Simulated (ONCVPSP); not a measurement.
## Building the ONCV potential for promethium (Pm) (PBE, scalar-relativistic).

ONCVPSP 4.0.1 was run on this input:

```
# ATOM AND REFERENCE CONFIGURATION
# atsym  z   nc   nv     iexc    psfile
  Pm 61.00   11    2        4      upf
#
#   n    l    f
    1    0    2.00
    2    0    2.00
    2    1    6.00
    3    0    2.00
    3    1    6.00
    3    2   10.00
    4    0    2.00
    4    1    6.00
    4    2   10.00
    5    0    2.00
    5    1    6.00
    4    3    5.00
    6    0    2.00
#
# PSEUDOPOTENTIAL AND OPTIMIZATION
# lmax
    3
#
#   l,   rc,      ep,       ncon, nbas, qcut
    0    3.60    0.00    3    7    2.00
    1    3.05    0.44    4    8    2.30
    2    2.75    0.12    4    9    4.00
    3    1.55    0.00    4    9    9.70
#
# LOCAL POTENTIAL
# lloc, lpopt,  rc(5),   dvloc0
    4    5    1.40    3.00
#
# VANDERBILT-KLEINMAN-BYLANDER PROJECTORs
# l, nproj, debl
    0    2    2.30
    1    3    1.00
    2    1    0.40
    3    3    1.80
#
# MODEL CORE CHARGE
# icmod, fcfact, rcfact
    1    0.25    0.00
#
# LOG DERIVATIVE ANALYSIS
# epsh1, epsh2, depsh
   -2.00    5.00    0.02
#
# OUTPUT GRID
# rlmax, drl
    6.00    0.01
#
# TEST CONFIGURATIONS
# ncnf
    4
# nvcnf
#   n    l    f
    2
    4    3    5.00
    6    0    1.00
#
    2
    4    3    5.00
    6    0    0.00
#
    2
    4    3    4.00
    6    0    0.00
#
    3
    4    3    5.00
    6    0    1.00
    6    1    1.00
#
```

Command:

```bash
oncvpsp.x < Pm.dat > Pm.out
```

Output (shortened: citation, most of the input echo, consistency checks and plot data are left out):

```
ONCVPSP  (Optimized Norm-Conservinng Vanderbilt PSeudopotential)
scalar-relativistic version 4.0.1

#   n    l    f        energy (Ha)
    1    0    2.00    -1.6546205E+03
    2    0    2.00    -2.6901893E+02
    2    1    6.00    -2.4022769E+02
    3    0    2.00    -5.8664061E+01
    3    1    6.00    -4.9625109E+01
    3    2   10.00    -3.7242315E+01
    4    0    2.00    -1.1664067E+01
    4    1    6.00    -8.6984971E+00
    4    2   10.00    -4.5112857E+00
    5    0    2.00    -1.5387949E+00
    5    1    6.00    -8.3317548E-01
    4    3    5.00    -7.9117544E-02
    6    0    2.00    -1.3017728E-01

Reference configufation results
  iterations    37
  all-electron total energy (Ha)   -1.00205662D+04

Begin loop to  construct optimized pseudo wave functions
and semi-local pseudopoentials for all angular momenta

   Wellstate for l =  0  n =  9
     eigenvalue =   2.1698
     asymptotic potential =   2.6698
     half-point radius =  6.0816

Calculating optimized projector #   1

 for l=   0

    Fraction of norm inside rc  0.333423
    Optimizing pswf for qcut=   2.00 a_B^-1,  ecut=   2.00 Ha
    Residual kinetic energy error=  8.97D-05 Ha

    Energy error per electron        Cutoff
         Ha          eV             Ha
         0.01000     0.27211        0.76
         0.00100     0.02721        1.41
         0.00010     0.00272        1.97
         0.00001     0.00027        8.55

Calculating optimized projector #   2

 for l=   0

    Fraction of norm inside rc  0.219095
    Optimizing pswf for qcut=   2.00 a_B^-1,  ecut=   2.00 Ha
    Residual kinetic energy error=  2.74D-01 Ha

    Energy error per electron        Cutoff
         Ha          eV             Ha
         0.01000     0.27211       12.59
         0.00100     0.02721       18.89
         0.00010     0.00272       36.68
         0.00001     0.00027       81.84

   Wellstate for l =  1  n =  7
     eigenvalue =   0.4400
     asymptotic potential =   0.9400
     half-point radius =  7.4928

   Wellstate for l =  1  n =  8
     eigenvalue =   1.4400
     asymptotic potential =   1.9400
     half-point radius =  6.0667

   Wellstate for l =  1  n =  8
     eigenvalue =   2.4400
     asymptotic potential =   2.9400
     half-point radius =  4.7503

Calculating optimized projector #   1

 for l=   1

    Fraction of norm inside rc  0.170148
    Optimizing pswf for qcut=   2.30 a_B^-1,  ecut=   2.64 Ha
    Residual kinetic energy error=  2.37D-03 Ha

    Energy error per electron        Cutoff
         Ha          eV             Ha
         0.01000     0.27211        1.48
         0.00100     0.02721       11.00
         0.00010     0.00272       21.59
         0.00001     0.00027       28.83

Calculating optimized projector #   2

 for l=   1

    Fraction of norm inside rc  0.187499
    Optimizing pswf for qcut=   2.30 a_B^-1,  ecut=   2.64 Ha
    Residual kinetic energy error=  8.13D-02 Ha

    Energy error per electron        Cutoff
         Ha          eV             Ha
         0.01000     0.27211       16.06
         0.00100     0.02721       28.18
         0.00010     0.00272       32.95
         0.00001     0.00027       48.10

Calculating optimized projector #   3

 for l=   1

    Fraction of norm inside rc  0.202118
    Optimizing pswf for qcut=   2.30 a_B^-1,  ecut=   2.64 Ha
    Residual kinetic energy error=  1.46D-01 Ha

    Energy error per electron        Cutoff
         Ha          eV             Ha
         0.01000     0.27211       24.03
         0.00100     0.02721       37.36
         0.00010     0.00272       47.34
         0.00001     0.00027       70.16

WARNING wellstate: moderately localized bound state found for n= 5 l=  2
WARNING scattering state with energy  0.05000000
WARNING will be used for the first projector

   Wellstate for l =  2  n =  6
     eigenvalue =   0.0500
     asymptotic potential =   0.5500
     half-point radius = 24.0322

Calculating optimized projector #   1

 for l=   2

    Fraction of norm inside rc  0.077937
    Optimizing pswf for qcut=   4.00 a_B^-1,  ecut=   8.02 Ha
    Residual kinetic energy error=  1.19D-05 Ha

    Energy error per electron        Cutoff
         Ha          eV             Ha
         0.01000     0.27211        3.18
         0.00100     0.02721        5.10
         0.00010     0.00272        6.69
         0.00001     0.00027        8.58

   Wellstate for l =  3  n =  6
     eigenvalue =   1.7209
     asymptotic potential =   2.2209
     half-point radius =  4.1824

   Wellstate for l =  3  n =  6
     eigenvalue =   3.5209
     asymptotic potential =   4.0209
     half-point radius =  2.8110

Calculating optimized projector #   1

 for l=   3

    Fraction of norm inside rc  0.831304
    Optimizing pswf for qcut=   9.70 a_B^-1,  ecut=  47.06 Ha
    Residual kinetic energy error=  4.54D-04 Ha

    Energy error per electron        Cutoff
         Ha          eV             Ha
         0.01000     0.27211       39.46
         0.00100     0.02721       44.69
         0.00010     0.00272      132.33

Calculating optimized projector #   2

 for l=   3

    Fraction of norm inside rc  0.078218
    Optimizing pswf for qcut=   9.70 a_B^-1,  ecut=  47.06 Ha
    Residual kinetic energy error=  7.26D-04 Ha

    Energy error per electron        Cutoff
         Ha          eV             Ha
         0.01000     0.27211       39.24
         0.00100     0.02721       46.50
         0.00010     0.00272      107.26
         0.00001     0.00027      175.30

Calculating optimized projector #   3

 for l=   3

    Fraction of norm inside rc  0.189667
    Optimizing pswf for qcut=   9.70 a_B^-1,  ecut=  47.06 Ha
    Residual kinetic energy error=  5.53D-03 Ha

    Energy error per electron        Cutoff
         Ha          eV             Ha
         0.01000     0.27211       45.38
         0.00100     0.02721       62.42
         0.00010     0.00272      120.40
         0.00001     0.00027      208.83

Construct Vanderbilt / Kleinmman-Bylander projectors

B matrix Hermiticity error, ll=   0
   1   2    5.5326E-05

  Orthonormal projector coefficients  6.6676E+00  9.4576E-01

B matrix Hermiticity error, ll=   1
   1   2    4.0596E-05
   1   3    9.0580E-05
   2   3   -6.2797E-05

  Orthonormal projector coefficients -1.3520E+01  5.2318E+00  1.0972E+00

B matrix Hermiticity error, ll=   3
   1   2   -2.5681E-04
   1   3   -5.5200E-04
   2   3   -1.5146E-04

  Orthonormal projector coefficients -2.0114E+01 -1.1914E+01 -4.2507E+00

Model core correction analysis
  based on d2Exc/dn_idn_j

d2excae - all-electron derivatives

   -1.751132D-02   -1.341095D-03
   -1.519369D-03   -6.569283D-03

d2excps - pseudofunction derivatives with no core correction

   -5.790105D-02   -1.778247D-03
   -1.935597D-03   -1.036219D-02

rms 2nd derivative error    2.028596E-02

Polynomial model core charge

d2excps - pseudofunction derivatives with core correction

   -5.260099D-02   -1.014030D-03
   -1.191966D-03   -7.292086D-03

rms 2nd derivative error    1.755009E-02

Pseudoatom total energy  -12.933704

Diagnostic tests using Vanderbilt-Kleinman-Bylander pseudopotentials
  1 or more projectors used as specified by nproj input data

   l    rcore       rmatch      e in        delta e   norm test  slope test

   0   3.6012585   3.7106005  -0.1301773   0.0000058   1.0000557   0.9965300
   0   3.6012585   3.7106005   2.1698227   0.0005723   1.0002809   1.0002809

   1   3.0641415   3.1571755   0.4400000   0.0000031   1.0000758   1.0000758
   1   3.0641415   3.1571755   1.4400000   0.0000010   1.0001261   1.0001261
   1   3.0641415   3.1571755   2.4400000   0.0000116   1.0001594   1.0001594

   2   2.7513457   2.8348825   0.0500000   0.0000002   1.0000004   1.0000004

   3   1.5586083   1.6059311  -0.0791175   0.0000021   1.0002359   1.0002256
   3   1.5586083   1.6059311   1.7208825   0.0000555   1.0003407   1.0003407
   3   1.5586083   1.6059311   3.5208825   0.0001083   1.0003521   1.0003521

 Testing for bound ghosts
   n   l    E NL Schr. Eq   E Basis Diag.   E Cutoff

       0                       -0.807508     14.37  WARNING - GHOST(-)
   1   0       -0.130171       -0.129249     14.37

       1                       -0.729066     41.89  WARNING - GHOST(-)
       1                       -0.025287     41.89  WARNING - GHOST(-)

   3   2       -0.066290       -0.062049     45.61

   4   3       -0.079115       -0.076825    251.52

 Testing for highly-localized positive-energy ghosts
       l    <radius>/rc     E Basis Diag.   E Cutoff

       0        0.719279        2.428877     14.37  WARNING - GHOST(+)

       1        0.290624        1.315993     41.89  WARNING - GHOST(+)

       1        0.809877        9.360504     41.89  WARNING - GHOST(+)

       1        0.435421       17.467184     41.89  WARNING - GHOST(+)

Test configuration 0

   n   l     f        eae           eps        diff
   1   0  2.0000-1654.62048062
   2   0  2.0000 -269.01893311
   2   1  6.0000 -240.22769498
   3   0  2.0000  -58.66406066
   3   1  6.0000  -49.62510933
   3   2 10.0000  -37.24231527
   4   0  2.0000  -11.66406730
   4   1  6.0000   -8.69849714
   4   2 10.0000   -4.51128569
   5   0  2.0000   -1.53879494
   5   1  6.0000   -0.83317548
   4   3  5.0000   -0.07911754   -0.07911545    2.09D-06
   6   0  2.0000   -0.13017728   -0.13017147    5.81D-06

    Total energies and differences
      AE_ref= -1.00205662D+04  AE_tst= -1.00205662D+04  dif=  0.00D+00
      PS_ref= -1.29337043D+01  PS_tst= -1.29337043D+01  dif= -1.47D-12
      PSP excitation error=  1.47D-12

Test configuration 1

   n   l     f        eae           eps        diff
   1   0  2.0000-1654.84206481
   2   0  2.0000 -269.23945491
   2   1  6.0000 -240.44835770
   3   0  2.0000  -58.88320793
   3   1  6.0000  -49.84428540
   3   2 10.0000  -37.46161838
   4   0  2.0000  -11.88371309
   4   1  6.0000   -8.91833773
   4   2 10.0000   -4.73143928
   5   0  2.0000   -1.76174429
   5   1  6.0000   -1.05558697
   4   3  5.0000   -0.29959367   -0.29922610    3.68D-04
   6   0  1.0000   -0.30540533   -0.30543591   -3.06D-05

    Total energies and differences
      AE_ref= -1.00205662D+04  AE_tst= -1.00203499D+04  dif=  2.16D-01
      PS_ref= -1.29337043D+01  PS_tst= -1.27177698D+01  dif=  2.16D-01
      PSP excitation error=  3.38D-04

Test configuration 2

   n   l     f        eae           eps        diff
   1   0  2.0000-1655.10355093
   2   0  2.0000 -269.49922822
   2   1  6.0000 -240.70831965
   3   0  2.0000  -59.14099417
   3   1  6.0000  -50.10211002
   3   2 10.0000  -37.71962602
   4   0  2.0000  -12.14207123
   4   1  6.0000   -9.17693705
   4   2 10.0000   -4.99040636
   5   0  2.0000   -2.02301919
   5   1  6.0000   -1.31466065
   4   3  5.0000   -0.55824822   -0.55928367   -1.04D-03

    Total energies and differences
      AE_ref= -1.00205662D+04  AE_tst= -1.00199479D+04  dif=  6.18D-01
      PS_ref= -1.29337043D+01  PS_tst= -1.23157646D+01  dif=  6.18D-01
      PSP excitation error=  3.96D-04

Test configuration 3

psatom: WARNING lschvkbb convergence error n,l,iter=   4   3   3
ea(ii),et,emin,emax -7.911545E-02 -8.702700E-02 -8.702700E-02 -8.702700E-02
run_config: WARNING for fully non-local PS atom, stg. 1
 WARNING no output for configuration 4

Test configuration 4

psatom: WARNING lschvkbb convergence error n,l,iter=   2   1   2
ea(ii),et,emin,emax -1.938244E-01 -2.132069E-01 -2.132069E-01 -2.132069E-01
run_config: WARNING for fully non-local PS atom, stg. 2
 WARNING no output for configuration 5
```

Note: ghosts flagged at negative energy: s at -22.0 eV, p at -19.8 eV (a further GHOST(-) flag falls on a real empty level of the atom); GHOST(+) flagged for p at 35.8 eV, s at 66.1 eV, p at 254.7 eV, p at 475.3 eV. A true bound ghost makes a file unfit for plane-wave use.

The run took about 8.1 s on one core of a shared server CPU.
